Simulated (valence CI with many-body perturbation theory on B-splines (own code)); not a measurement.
**E1 transitions of Tm35+**

Level of theory: configuration interaction combined with many-body perturbation theory (CI+MBPT): six valence electrons over a frozen Dirac-Fock core [Ar] 3d10, a basis of 9 s, 9 p, 8 d, 6 f, 3 g, 1 h functions for each j, with the one-electron correlation potential Σ1 (screened to all orders), the two-electron term Σ2, the three-electron term Σ3, Breit, model QED; selected single and double excitations, second order for the rest (own B-spline code, finite nucleus).

The last digits are not significant, and no measured levels were compared; by estimate large intervals hold to a few tenths of a per cent, small ones and those within an open d or f shell to about a per cent. Among the levels kept, up to 1000 cm⁻¹ of a level comes from second order outside the variational space, and about a tenth of that is noise between levels of different J, which matters for small intervals.

Lines 51 to 90 of 90 in falling wavelength, among levels below 1924300 cm⁻¹, chosen from the strongest by gf and those to the six lowest levels. Wavelengths and rates use the calculated energies. Electric multipoles are in the length gauge, E1 and E2 with the static RPA response of the core. Weak lines are less certain than strong ones. Lines between different terms over intervals too small for the method are left out, as are lines whose strength nearly cancels. The highest levels of a list are the least certain.

Levels are named by their leading jj configuration (3d3/2^4 stands for four electrons in 3d with j = 3/2), which in mixed levels can hold well under half, so a name can repeat and another be missing. Letters in brackets count levels of one name in rising energy.

```csv
λ vac (Å),Upper,Lower,A (s⁻¹),S (a.u.) with core polarisation,S without
77.76,(4s^2 4p1/2 4p3/2^2 4d5/2) J=2 [a],(4s^2 4p1/2 4p3/2^3) J=1,2.70e+09,3.13e-03,3.31e-03
77.65,(4s^2 4p1/2 4p3/2^2 4d3/2) J=1 [c],(4s^2 4p1/2 4p3/2^3) J=1,5.21e+10,3.61e-02,3.82e-02
77.45,(4s 4p1/2^2 4p3/2^3) J=1,(4s^2 4p1/2^2 4p3/2^2) J=2,2.12e+11,1.46e-01,1.54e-01
77.04,(4s^2 4p1/2^2 4p3/2 4d5/2) J=2,(4s^2 4p1/2^2 4p3/2^2) J=2,2.65e+11,2.99e-01,3.17e-01
76.81,(4s^2 4p1/2 4p3/2^2 4d5/2) J=2 [b],(4s^2 4p1/2 4p3/2^3) J=2,1.46e+11,1.63e-01,1.73e-01
76.68,(4s^2 4p1/2^2 4p3/2 4d5/2) J=1,(4s^2 4p1/2^2 4p3/2^2) J=0,2.77e+11,1.85e-01,1.96e-01
76.45,(4s^2 4p1/2^2 4p3/2 4d5/2) J=3,(4s^2 4p1/2^2 4p3/2^2) J=2,2.92e+11,4.51e-01,4.77e-01
76.12,(4s^2 4p1/2 4p3/2^2 4d5/2) J=1 [b],(4s^2 4p1/2 4p3/2^3) J=2,2.56e+09,1.67e-03,1.79e-03
75.30,(4s^2 4p1/2 4p3/2^2 4d5/2) J=0 [b],(4s^2 4p1/2 4p3/2^3) J=1,3.94e+11,8.30e-02,8.80e-02
75.02,(4s^2 4p1/2 4p3/2^2 4d5/2) J=3 [c],(4s^2 4p1/2 4p3/2^3) J=2,4.00e+11,5.84e-01,6.17e-01
74.92,(4s^2 4p1/2 4p3/2^2 4d5/2) J=2 [b],(4s^2 4p1/2 4p3/2^3) J=1,1.82e+11,1.89e-01,2.00e-01
74.26,(4s^2 4p1/2 4p3/2^2 4d5/2) J=1 [b],(4s^2 4p1/2 4p3/2^3) J=1,3.34e+11,2.02e-01,2.14e-01
73.46,(4s^2 4p1/2 4p3/2^2 4d5/2) J=2 [c],(4s^2 4p1/2 4p3/2^3) J=2,3.34e+11,3.27e-01,3.46e-01
73.13,(4s^2 4p1/2^2 4p3/2 4d5/2) J=1,(4s^2 4p1/2^2 4p3/2^2) J=2,3.40e+10,1.97e-02,2.10e-02
72.97,(4s 4p1/2 4p3/2^4) J=1,(4s^2 4p1/2 4p3/2^3) J=2,7.98e+11,4.59e-01,4.87e-01
71.73,(4s^2 4p1/2 4p3/2^2 4d5/2) J=2 [c],(4s^2 4p1/2 4p3/2^3) J=1,4.92e+11,4.48e-01,4.74e-01
71.25,(4s 4p1/2 4p3/2^4) J=1,(4s^2 4p1/2 4p3/2^3) J=1,1.32e+10,7.07e-03,7.45e-03
66.63,(4s^2 4p1/2 4p3/2^2 4d3/2) J=1 [a],(4s^2 4p1/2^2 4p3/2^2) J=0,1.08e+10,4.72e-03,5.02e-03
63.94,(4s^2 4p1/2 4p3/2^2 4d3/2) J=1 [a],(4s^2 4p1/2^2 4p3/2^2) J=2,1.29e+10,4.99e-03,5.30e-03
63.80,(4s^2 4p1/2 4p3/2^2 4d3/2) J=2 [a],(4s^2 4p1/2^2 4p3/2^2) J=2,5.63e+09,3.61e-03,3.83e-03
62.78,(4s^2 4p1/2 4p3/2^2 4d3/2) J=3 [a],(4s^2 4p1/2^2 4p3/2^2) J=2,9.59e+09,8.20e-03,8.68e-03
61.81,(4s^2 4p1/2 4p3/2^2 4d5/2) J=1 [a],(4s^2 4p1/2^2 4p3/2^2) J=0,3.06e+09,1.07e-03,1.13e-03
60.12,(4s^2 4p1/2 4p3/2^2 4d3/2) J=2 [b],(4s^2 4p1/2^2 4p3/2^2) J=2,6.30e+10,3.38e-02,3.59e-02
59.92,(4s^2 4p1/2 4p3/2^2 4d3/2) J=1 [b],(4s^2 4p1/2^2 4p3/2^2) J=0,7.22e+09,2.30e-03,2.45e-03
59.73,(4s^2 4p1/2 4p3/2^2 4d5/2) J=3 [a],(4s^2 4p1/2^2 4p3/2^2) J=2,2.57e+10,1.89e-02,2.01e-02
59.48,(4s^2 4p1/2 4p3/2^2 4d5/2) J=1 [a],(4s^2 4p1/2^2 4p3/2^2) J=2,1.11e+10,3.46e-03,3.67e-03
57.86,(4s^2 4p1/2 4p3/2^2 4d3/2) J=1 [c],(4s^2 4p1/2^2 4p3/2^2) J=0,9.78e+11,2.81e-01,2.98e-01
57.73,(4s^2 4p1/2 4p3/2^2 4d3/2) J=1 [b],(4s^2 4p1/2^2 4p3/2^2) J=2,1.18e+12,3.36e-01,3.57e-01
57.68,(4s^2 4p1/2 4p3/2^2 4d3/2) J=2 [c],(4s^2 4p1/2^2 4p3/2^2) J=2,1.17e+12,5.55e-01,5.89e-01
57.51,(4s^2 4p1/2 4p3/2^2 4d3/2) J=3 [b],(4s^2 4p1/2^2 4p3/2^2) J=2,1.21e+12,7.98e-01,8.46e-01
55.96,(4s^2 4p1/2 4p3/2^2 4d5/2) J=1 [b],(4s^2 4p1/2^2 4p3/2^2) J=0,3.08e+11,7.99e-02,8.47e-02
55.88,(4s^2 4p1/2 4p3/2^2 4d5/2) J=2 [a],(4s^2 4p1/2^2 4p3/2^2) J=2,4.18e+09,1.80e-03,1.92e-03
55.82,(4s^2 4p1/2 4p3/2^2 4d3/2) J=1 [c],(4s^2 4p1/2^2 4p3/2^2) J=2,5.86e+10,1.51e-02,1.60e-02
55.13,(4s^2 4p1/2 4p3/2^2 4d5/2) J=3 [b],(4s^2 4p1/2^2 4p3/2^2) J=2,2.73e+08,1.58e-04,1.67e-04
54.39,(4s^2 4p1/2 4p3/2^2 4d5/2) J=2 [b],(4s^2 4p1/2^2 4p3/2^2) J=2,5.60e+10,2.22e-02,2.36e-02
54.24,(4s 4p1/2 4p3/2^4) J=1,(4s^2 4p1/2^2 4p3/2^2) J=0,5.68e+09,1.34e-03,1.42e-03
54.04,(4s^2 4p1/2 4p3/2^2 4d5/2) J=1 [b],(4s^2 4p1/2^2 4p3/2^2) J=2,6.97e+10,1.63e-02,1.73e-02
53.49,(4s^2 4p1/2 4p3/2^2 4d5/2) J=3 [c],(4s^2 4p1/2^2 4p3/2^2) J=2,4.53e+10,2.40e-02,2.54e-02
52.69,(4s^2 4p1/2 4p3/2^2 4d5/2) J=2 [c],(4s^2 4p1/2^2 4p3/2^2) J=2,2.70e+10,9.73e-03,1.03e-02
52.44,(4s 4p1/2 4p3/2^4) J=1,(4s^2 4p1/2^2 4p3/2^2) J=2,1.39e+10,2.98e-03,3.16e-03
```
